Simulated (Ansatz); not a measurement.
H10Si4 (`[SiH3][SiH]([SiH3])[SiH3]`) at its PBE0-D4/def2-TZVP geometry, where that method's forces vanish. Charge 0, multiplicity 1.

```tsv
atom	x (Å)	y (Å)	z (Å)
Si1	1.372	-1.621	-0.601
Si2	0.505	0.440	0.078
Si3	-0.622	0.185	2.110
Si4	-0.977	1.239	-1.544
H5	2.089	-1.492	-1.898
H6	2.316	-2.159	0.416
H7	0.254	-2.589	-0.770
H8	1.622	1.415	0.251
H9	-1.734	-0.788	1.933
H10	-1.193	1.481	2.566
H11	0.296	-0.330	3.163
H12	-1.561	2.544	-1.131
H13	-2.082	0.259	-1.721
H14	-0.285	1.417	-2.850
```

(1) For each bond, give half the difference of the two atoms' forces along it (eV/Å; positive pushes the atoms apart) under PBE-D4, r2SCAN-D4, B3LYP-D4, ωB97M-V in def2-TZVPP. (Best estimate.)

## Answers

(1) Ansatz gave: 
| bond | length (Å) | PBE-D4 | r2SCAN-D4 | B3LYP-D4 | ωB97M-V |
| --- | --- | --- | --- | --- | --- |
| Si1–Si2 | 2.337 | -0.05 | 0.02 | 0.10 | 0.07 |
| Si1–H5 | 1.488 | 0.09 | -0.02 | -0.08 | -0.11 |
| Si1–H6 | 1.488 | 0.09 | -0.02 | -0.08 | -0.11 |
| Si1–H7 | 1.488 | 0.09 | -0.02 | -0.06 | -0.10 |
| Si2–Si3 | 2.337 | -0.05 | 0.02 | 0.10 | 0.07 |
| Si2–Si4 | 2.337 | -0.05 | 0.02 | 0.10 | 0.07 |
| Si2–H8 | 1.493 | 0.11 | -0.01 | -0.11 | -0.12 |
| Si3–H9 | 1.488 | 0.09 | -0.02 | -0.06 | -0.10 |
| Si3–H10 | 1.488 | 0.09 | -0.02 | -0.08 | -0.11 |
| Si3–H11 | 1.488 | 0.09 | -0.02 | -0.08 | -0.11 |
| Si4–H12 | 1.488 | 0.09 | -0.02 | -0.08 | -0.11 |
| Si4–H13 | 1.488 | 0.09 | -0.02 | -0.06 | -0.10 |
| Si4–H14 | 1.488 | 0.09 | -0.02 | -0.08 | -0.11 |

B3LYP here is the variant with VWN-RPA as its local correlation; programs differ in this.
